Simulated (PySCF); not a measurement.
Shifts of the heteroatoms

Molfile (atoms numbered from 1):
```
C5H12FPSi
     RDKit          3D

 20 19  0  0  0  0  0  0  0  0999 V2000
   -2.2629   -0.7112    0.3959 C   0  0  0  0  0  0  0  0  0  0  0  0
   -1.0248    0.0490   -0.0915 C   0  0  0  0  0  0  0  0  0  0  0  0
   -1.4272    1.3665   -0.7595 C   0  0  0  0  0  0  0  0  0  0  0  0
   -0.2669   -0.8025   -1.0639 C   0  0  0  0  0  0  0  0  0  0  0  0
   -0.9847   -1.0494   -2.1960 F   0  0  0  0  0  0  0  0  0  0  0  0
    1.2395   -1.5451   -1.0386 P   0  0  0  0  0  0  0  0  0  0  0  0
    1.9288   -1.0439    0.6074 C   0  0  0  0  0  0  0  0  0  0  0  0
    2.7470    0.6837    0.5925 Si  0  0  0  0  0  4  0  0  0  0  0  0
   -2.9072   -0.9563   -0.4456 H   0  0  0  0  0  0  0  0  0  0  0  0
   -2.8247   -0.1004    1.0990 H   0  0  0  0  0  0  0  0  0  0  0  0
   -1.9731   -1.6368    0.8902 H   0  0  0  0  0  0  0  0  0  0  0  0
   -0.3796    0.2705    0.7624 H   0  0  0  0  0  0  0  0  0  0  0  0
   -2.0581    1.1737   -1.6243 H   0  0  0  0  0  0  0  0  0  0  0  0
   -0.5449    1.9105   -1.0905 H   0  0  0  0  0  0  0  0  0  0  0  0
   -1.9781    1.9876   -0.0569 H   0  0  0  0  0  0  0  0  0  0  0  0
    2.6965   -1.7841    0.8399 H   0  0  0  0  0  0  0  0  0  0  0  0
    1.1654   -1.1273    1.3792 H   0  0  0  0  0  0  0  0  0  0  0  0
    1.7721    1.6954    0.1806 H   0  0  0  0  0  0  0  0  0  0  0  0
    3.8725    0.6696   -0.3394 H   0  0  0  0  0  0  0  0  0  0  0  0
    3.2051    0.9611    1.9560 H   0  0  0  0  0  0  0  0  0  0  0  0
  1  2  1  0
  2  3  1  0
  2  4  1  0
  4  5  1  0
  4  6  2  0
  6  7  1  0
  7  8  1  0
  1  9  1  0
  1 10  1  0
  1 11  1  0
  2 12  1  0
  3 13  1  0
  3 14  1  0
  3 15  1  0
  7 16  1  0
  7 17  1  0
  8 18  1  0
  8 19  1  0
  8 20  1  0
M  END
```

Computed data (PySCF 2.14): shielding tensors at PBE0/pcSseg-1 (GIAO), GFN2-xTB geometry. Fast rotation and ring inversion assumed for equivalent nuclei, no solvent, one computed conformer, relativity neglected.

Task: Predict the ¹⁹F NMR data.

Result: 
```csv
atoms,environment,σ (ppm),δ (ppm)
F5,fluorine bonded to C,238.7,-69.4
```

Shieldings were converted by a linear fit to measured shifts: ¹⁹F: δ = 146.13 − 0.903σ +14.6 on sp3 carbon (rms 6.0 ppm, 223 shifts, 7.0 ppm with the 5 outliers that the fit left out vs CFCl3, solution or neat liquid). A few per cent of atoms miss by over 2 rms, more outside the fitted compound classes.

On a 300 MHz spectrometer ¹⁹F resonates near 282.3 MHz, so 1 ppm is 282.3 Hz.

Task: What are the ³¹P shifts?

Result: 
| atoms | environment | σ (ppm) | δ (ppm) |
| --- | --- | --- | --- |
| P6 | phosphorus bonded to 2 C | 156.1 | 140.8 |

Shieldings were converted by a linear fit to measured shifts: ³¹P (scatter 18.1 ppm rms vs H3PO4, solution or neat liquid). A few per cent of atoms miss by over 2 rms, more outside the fitted compound classes.

On a 500 MHz spectrometer ³¹P resonates near 202.4 MHz, so 1 ppm is 202.4 Hz.

Task: Predict the ²⁹Si NMR data.

Result: 
```csv
atoms,environment,σ (ppm),δ (ppm)
Si8,"silicon bonded to C, 3 H",421.8,-66.7
```

Shieldings were converted by a linear fit to measured shifts: ²⁹Si: δ = 279.94 − 0.822σ (rms 8.9 ppm, 72 shifts, 25.8 ppm with the 6 outliers that the fit left out vs TMS, solution or neat liquid). A few per cent of atoms miss by over 2 rms, more outside the fitted compound classes.

On a 400 MHz spectrometer ²⁹Si resonates near 79.5 MHz, so 1 ppm is 79.5 Hz.
